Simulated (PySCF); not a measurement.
C4H12O2Si, triplet, at the geometry of the source list (a higher spin typed on purpose: for a closed-shell molecule this is an excited state) (in this run its highest filled SCF level lies above zero, so its values depend strongly on the basis, on diffuse functions most of all); WB97X/STO-3G (PySCF).

Input for PySCF:
```python
from pyscf import gto, scf, dft

mol = gto.M(
    atom='''
C    -1.945900   -1.390600    0.636700
O    -0.618900   -0.959200    0.693000
Si    0.080700    0.344000   -0.016500
C    -0.678500    1.989300    0.540800
C     0.018300    0.160000   -1.915700
O     1.594900    0.391600    0.569000
C     2.542600   -0.636500    0.627600
H    -2.023200   -2.308000    1.221200
H    -2.250800   -1.594300   -0.392400
H    -2.616700   -0.638100    1.058700
H    -1.712600    2.065400    0.218300
H    -0.144400    2.839100    0.131100
H    -0.661300    2.081300    1.622200
H     0.475800   -0.773200   -2.237400
H     0.546300    0.968500   -2.411900
H    -1.002200    0.164500   -2.289700
H     3.470000   -0.211400    1.015200
H     2.199900   -1.432500    1.292800
H     2.726100   -1.059900   -0.363000
''',
    basis='sto-3g',
    charge=0,
    spin=2,
    verbose=4,
)

mf = dft.UKS(mol)
mf.xc = 'wb97x'
mf.kernel()
```

Q: What does PySCF print? Leave out banner, timings and long lists.

A: 
```
PySCF version 2.14.0

[INPUT] verbose = 4
[INPUT] num. atoms = 19
[INPUT] num. electrons = 66
[INPUT] charge = 0
[INPUT] spin (= nelec alpha-beta = 2S) = 2
[INPUT] symmetry False subgroup None
[INPUT] Mole.unit = angstrom
[INPUT] Symbol           X                Y                Z      unit          X                Y                Z       unit  Magmom
[INPUT]  1 C     -1.945900000000  -1.390600000000   0.636700000000 AA   -3.677218065791  -2.627853148820   1.203188623511 Bohr   0.0
[INPUT]  2 O     -0.618900000000  -0.959200000000   0.693000000000 AA   -1.169551498493  -1.812625298683   1.309580204324 Bohr   0.0
[INPUT]  3 Si     0.080700000000   0.344000000000  -0.016500000000 AA    0.152500898252   0.650065786850  -0.031180481055 Bohr   0.0
[INPUT]  4 C     -0.678500000000   1.989300000000   0.540800000000 AA   -1.282179175517   3.759232179597   1.021963888165 Bohr   0.0
[INPUT]  5 C      0.018300000000   0.160000000000  -1.915700000000 AA    0.034581988080   0.302356179930  -3.620148336829 Bohr   0.0
[INPUT]  6 O      1.594900000000   0.391600000000   0.569000000000 AA    3.013924196069   0.740016750380   1.075254164878 Bohr   0.0
[INPUT]  7 C      2.542600000000  -0.636500000000   0.627600000000 AA    4.804817644319  -1.202810678286   1.185992115777 Bohr   0.0
[INPUT]  8 H     -2.023200000000  -2.308000000000   1.221200000000 AA   -3.823293895220  -4.361487895496   2.307733543319 Bohr   0.0
[INPUT]  9 H     -2.250800000000  -1.594300000000  -0.392400000000 AA   -4.253395561171  -3.012790360394  -0.741528531279 Bohr   0.0
[INPUT] 10 H     -2.616700000000  -0.638100000000   1.058700000000 AA   -4.944846350149  -1.205834240085   2.000653048077 Bohr   0.0
[INPUT] 11 H     -1.712600000000   2.065400000000   0.218300000000 AA   -3.236344960930   3.903040337677   0.412527212993 Bohr   0.0
[INPUT] 12 H     -0.144400000000   2.839100000000   0.131100000000 AA   -0.272876452387   5.365121440253   0.247743094930 Bohr   0.0
[INPUT] 13 H     -0.661300000000   2.081300000000   1.622200000000 AA   -1.249675886175   3.933086983057   3.065513719269 Bohr   0.0
[INPUT] 14 H      0.475800000000  -0.773200000000  -2.237400000000 AA    0.899131690068  -1.461136239514  -4.228073231102 Bohr   0.0
[INPUT] 15 H      0.546300000000   0.968500000000  -2.411900000000 AA    1.032357381850   1.830199751641  -4.557830439838 Bohr   0.0
[INPUT] 16 H     -1.002200000000   0.164500000000  -2.289700000000 AA   -1.893883522039   0.310859947491  -4.326905907417 Bohr   0.0
[INPUT] 17 H      3.470000000000  -0.211400000000   1.015200000000 AA    6.557349652241  -0.399488102733   1.918449961658 Bohr   0.0
[INPUT] 18 H      2.199900000000  -1.432500000000   1.292800000000 AA    4.157208501431  -2.707032673439   2.443037933838 Bohr   0.0
[INPUT] 19 H      2.726100000000  -1.059900000000  -0.363000000000 AA    5.151582388177  -2.002920719427  -0.685970583217 Bohr   0.0

nuclear repulsion = 419.974229888385
number of shells = 35
number of NR pGTOs = 153
number of NR cGTOs = 51
basis = sto-3g
ecp = {}

******** <class 'pyscf.dft.uks.UKS'> ********
method = UKS
initial guess = minao
damping factor = 0
level_shift factor = 0
DIIS = <class 'pyscf.scf.diis.CDIIS'>
diis_start_cycle = 1
diis_space = 8
diis_damp = 0
SCF conv_tol = 1e-09
SCF conv_tol_grad = None
SCF max_cycles = 50
direct_scf = True
direct_scf_tol = 1e-13
number electrons alpha = 34  beta = 32
XC library pyscf.dft.libxc version 7.1.2
    S. Lehtola, C. Steigemann, M. J. T. Oliveira, and M. A. L. Marques,  SoftwareX 7, 1–5 (2018)
XC functionals = wb97x
    J.-D. Chai and M. Head-Gordon,  J. Chem. Phys. 128, 084106 (2008)
radial grids:
    Treutler-Ahlrichs [JCP 102, 346 (1995); DOI:10.1063/1.469408] (M4) radial grids

becke partition: Becke, JCP 88, 2547 (1988); DOI:10.1063/1.454033
pruning grids: <function nwchem_prune>
grids dens level: 3
symmetrized grids: False
atomic radii adjust function: <function treutler_atomic_radii_adjust>
small_rho_cutoff = 0
Set gradient conv threshold to 3.16228e-05
tot grids = 221512
init E= -592.959591922272

cycle= 1 E= -591.655706590511  delta_E=  1.3  |g|= 0.536  |ddm|= 4.17

cycle= 2 E= -591.728120156008  delta_E= -0.0724  |g|= 0.543  |ddm|= 1.87

cycle= 3 E= -591.904994990974  delta_E= -0.177  |g|= 0.0535  |ddm|= 0.948

cycle= 4 E= -591.909575123556  delta_E= -0.00458  |g|= 0.0355  |ddm|= 0.174

cycle= 5 E= -591.912419152143  delta_E= -0.00284  |g|= 0.0172  |ddm|= 0.19

cycle= 6 E= -591.914641958262  delta_E= -0.00222  |g|= 0.0189  |ddm|= 0.197

cycle= 7 E= -591.915293428537  delta_E= -0.000651  |g|= 0.017  |ddm|= 0.0649

cycle= 8 E= -591.917049564105  delta_E= -0.00176  |g|= 0.0189  |ddm|= 0.171

cycle= 9 E= -591.914463617798  delta_E= 0.00259  |g|= 0.0168  |ddm|= 0.267

cycle= 10 E= -591.911698220257  delta_E= 0.00277  |g|= 0.0123  |ddm|= 0.443

cycle= 11 E= -591.912731993198  delta_E= -0.00103  |g|= 0.0106  |ddm|= 0.211

cycle= 12 E= -591.913026164345  delta_E= -0.000294  |g|= 0.00656  |ddm|= 0.228

cycle= 13 E= -591.913407944549  delta_E= -0.000382  |g|= 0.00369  |ddm|= 0.161

cycle= 14 E= -591.913531287014  delta_E= -0.000123  |g|= 0.00229  |ddm|= 0.0653

cycle= 15 E= -591.91361428321  delta_E= -8.3e-05  |g|= 0.00195  |ddm|= 0.0918

cycle= 16 E= -591.91362040148  delta_E= -6.12e-06  |g|= 0.00153  |ddm|= 0.0444

cycle= 17 E= -591.913631945416  delta_E= -1.15e-05  |g|= 0.000962  |ddm|= 0.021

cycle= 18 E= -591.913640203944  delta_E= -8.26e-06  |g|= 0.000635  |ddm|= 0.0116

cycle= 19 E= -591.913644425716  delta_E= -4.22e-06  |g|= 0.000331  |ddm|= 0.0116

cycle= 20 E= -591.9136456694  delta_E= -1.24e-06  |g|= 0.000184  |ddm|= 0.00544

cycle= 21 E= -591.913645942731  delta_E= -2.73e-07  |g|= 0.000109  |ddm|= 0.00374

cycle= 22 E= -591.91364598729  delta_E= -4.46e-08  |g|= 8.81e-05  |ddm|= 0.0013

cycle= 23 E= -591.913646001559  delta_E= -1.43e-08  |g|= 6.52e-05  |ddm|= 0.00132

cycle= 24 E= -591.913646014066  delta_E= -1.25e-08  |g|= 3.25e-05  |ddm|= 0.00121

cycle= 25 E= -591.913646026702  delta_E= -1.26e-08  |g|= 9.97e-06  |ddm|= 0.00115

cycle= 26 E= -591.913646027874  delta_E= -1.17e-09  |g|= 7.33e-06  |ddm|= 0.000182

cycle= 27 E= -591.913646028436  delta_E= -5.62e-10  |g|= 9.47e-06  |ddm|= 0.000101

Extra cycle  E= -591.913646028764  delta_E= -3.27e-10  |g|= 9.52e-06  |ddm|= 7.32e-05
converged SCF energy = -591.913646028764  <S^2> = 2.0108132  2S+1 = 3.0072001
```
